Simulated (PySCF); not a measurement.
GaP, triplet, at a GFN2-xTB geometry (such geometries of metal compounds can be far from the true shape). Base run: B3LYP/6-311G** (PySCF).

The PySCF input:
```python
from pyscf import gto, scf, dft

mol = gto.Mole()
mol.atom = '''
    Ga   -0.000000   -0.000000   -0.746695
    P     0.000000    0.000000    1.543169
'''
mol.basis = '6-311g**'
mol.charge = 0
mol.spin = 2
mol.verbose = 3
mol.build()

mf = dft.UKS(mol)
mf.xc = 'b3lyp'
mf.kernel()
mf.analyze()
```

The base run was repeated with changes; each row names its change, and settings that it needs were set with it.

| change | basis functions | E (Eh) | HOMO (eV) | dipole (D) |
|---|---|---|---|---|
| base | 70 | -2266.17749 | -5.54 | 2.53 |
| basis = cc-pVTZ-DK; relativity = spin-free X2C; nucleus = Gaussian (with mol.nucmod = 'G') | 77 | -2286.06442 | -5.47 | 2.19 |
| basis = ANO-RCC-VDZP; relativity = none | 45 | -2254.98352 | -5.51 | 2.22 |
| basis = ANO-RCC-VDZP; relativity = spin-free X2C | 45 | -2286.06717 | -5.43 | 2.32 |
| basis = x2c-SVPall; relativity = none | 50 | -2258.70800 | -5.41 | 1.83 |
| basis = x2c-SVPall; relativity = spin-free X2C; nucleus = Gaussian (with mol.nucmod = 'G') | 50 | -2285.58587 | -5.33 | 1.88 |
| basis = cc-pVTZ-DK; relativity = spin-free X2C | 77 | -2286.07550 | -5.47 | 2.19 |
| basis = x2c-SVPall; relativity = spin-free X2C | 50 | -2285.59472 | -5.33 | 1.88 |
| basis = ANO-RCC-VDZP; relativity = spin-free X2C; nucleus = Gaussian (with mol.nucmod = 'G') | 45 | -2286.05589 | -5.43 | 2.32 |
| basis = cc-pVTZ-DK; relativity = none | 77 | -2255.10147 | -5.51 | 2.19 |

Total energies compare only within one method and basis.

Open shells are given as the SCF converged; they aren't shown to be the lowest states, and a large step between rows can be another state.

Basis sets contracted for a relativistic Hamiltonian are a mismatch without it, so the rows without relativity aren't non-relativistic limits. No row has spin-orbit coupling; sets with core potentials leave out the core electrons.
